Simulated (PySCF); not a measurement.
A calculated (UHF, PySCF 2.14, 6-31G*, no relativity, point nucleus) atom or ion has these occupied shells.

```csv
shell,electrons,orbital energy (eV),"rms radius, mean of both spins (bohr)"
1s,2,-1600.3,0.139
2s,2,-142.03,0.677
2p,6,-95.930,0.674
3s,2,-17.748,2.62
```

Task: Name the element and its charge.

Result: Al⁺ (aluminium, charge +1), in [Ne] 3s2, closed-shell 1S.
